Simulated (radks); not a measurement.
Spin polarisation of the 4f13 shell in Tm+. Start: [Xe] 4f(up 6.5, down 6.5) 6s(up 0.5, down 0.5); electrons of 4f are moved from spin down to spin up, other shells keep equal spins. All-electron calculation, scalar-relativistic Kohn-Sham, PBE, spin-polarised, spherical densities, point nucleus. Program: a radial shooting solver on a logarithmic mesh with Libxc functionals.

[
 {"moment (Bohr magnetons)": "0", "E - E(0) (eV)": "0.000", "e(4f up) (eV)": "-9.749", "e(4f down) (eV)": "-9.749", "6s down minus up (eV)": "0.000"},
 {"moment (Bohr magnetons)": "0.25", "E - E(0) (eV)": "-0.012", "e(4f up) (eV)": "-9.844", "e(4f down) (eV)": "-9.653", "6s down minus up (eV)": "0.009"},
 {"moment (Bohr magnetons)": "0.5", "E - E(0) (eV)": "-0.048", "e(4f up) (eV)": "-9.937", "e(4f down) (eV)": "-9.555", "6s down minus up (eV)": "0.017"},
 {"moment (Bohr magnetons)": "0.75", "E - E(0) (eV)": "-0.108", "e(4f up) (eV)": "-10.029", "e(4f down) (eV)": "-9.456", "6s down minus up (eV)": "0.026"},
 {"moment (Bohr magnetons)": "1", "E - E(0) (eV)": "-0.191", "e(4f up) (eV)": "-10.120", "e(4f down) (eV)": "-9.355", "6s down minus up (eV)": "0.034"}
]

At moment 1 the spin-polarisation energy is -0.191 eV and the 4f exchange splitting 0.765 eV, that is 0.765 eV per Bohr magneton; E = -I m^2/4 would give I = 0.765 eV.
